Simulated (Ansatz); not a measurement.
A structure relaxed at PBE0-D4/def2-TZVP, charge 0, multiplicity 1:

```
atom    x (Å)    y (Å)    z (Å)
  N1   0.0609  -1.1055   0.5581
 Ge2  -0.0915   0.6196   0.0190
 Br3   2.0446   1.4408  -0.0838
 Br4  -1.0422   0.8557  -2.0796
  H5   0.7748  -1.6235   0.0634
  H6  -0.8064  -1.6261   0.5336
  H7  -0.9403   1.4390   0.9893
```

Question: Give its formula and SMILES.

Answer: Br2GeH3N, `[NH2][GeH]([Br])[Br]`.

Question: Summarise the bond lengths by kind.

Answer: 1 × Ge–N 1.814 Å; 2 × H–N 1.011 to 1.012 Å; 2 × Br–Ge 2.291 to 2.316 Å; 1 × Ge–H 1.528 Å.

Results of the Gaussian-basis code of Ansatz.
